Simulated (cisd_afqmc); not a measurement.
Input (AFQMC/CISD/cc-pVQZ; cisd_afqmc is a phaseless AFQMC code with CISD trial states that reads the integrals written by Ansatz):

Ansatz 0.2 input:
```python
import cisd_afqmc

open("ham.yaml", "w").write("""\
crystal:
  periodic: [false, false, false]
  atoms:
    - {symbol: F, position_ang: [0.00000000, 0.00000000, 0.00000000]}
basis:
  gaussian:
    orbitals: cc-pVQZ
magnetization: {spin_polarized: true, initial_magnetization: 1}
correlation: {method: ccsd, electrons: outside_noble_gas, hamiltonian_folder: ham}
scf: {lower_state_search: full}
""")
rep = cisd_afqmc.ansatz("ham.yaml")
e_ccsd = rep["correlation"]["coupled_cluster"]["energy"]["hartree"]
out = cisd_afqmc.run("ham", e_ccsd, trial="CISD", walkers=100, populations=8, threads=8, dt=0.005, steps=40, early=24, settle=10, least=32,
    cut=5e-5, rank_cut=2e-4, target=0.0004, seconds=1500, seed=1, memory=12960, gpu=False)
```

Output:

```
orbitals 54, occupied [4, 3], factors 285 of 339, rank of the doubles 217 of 353
E(HF) = -99.413770
E(CCSD) on the cut factors = -99.645626, shift to the whole factors -0.000000
Energy of the trial state on the determinant = -99.645625
  tau behind 7.2 of longer steps, mean of the populations' last blocks
   2.0  -99.65019
   4.0  -99.65001
   6.0  -99.65047
   8.0  -99.64983
blocks 277 (0 outliers left out), error by blocks joined: 1: 0.00011, 2: 0.00012, 4: 0.00013, 8: 0.00014, 16: 0.00012
E(AFQMC/CISD) = -99.65008 +/- 0.00014
```
